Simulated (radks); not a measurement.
Task: All-electron atom: K10+ in 1s1 2s2 2p6 (not the ground configuration). All-electron calculation, Dirac Kohn-Sham, BLYP, spin-unpolarised, spherical densities, finite nucleus; Fermi nuclear charge, rms radius 3.4349 fm. Program: a radial shooting solver on a logarithmic mesh with Libxc functionals. Some entries of the table are withheld. Estimate them.

orbital  occ.  eigenvalue (hartree)  r(max) (bohr)  <1/r> (bohr^-1)
1s1/2       1             -146.0532        0.05242            18.98
2s1/2       2                   (1)            (2)            4.036
2p1/2       2                   (3)         0.2438            4.018
2p3/2       4                   (4)         0.2457            3.978

Result: 
(1) 2s1/2 eigenvalue (hartree): -22.89570
(2) 2s1/2 r(max) (bohr): 0.3050
(3) 2p1/2 eigenvalue (hartree): -20.64608
(4) 2p3/2 eigenvalue (hartree): -20.51246
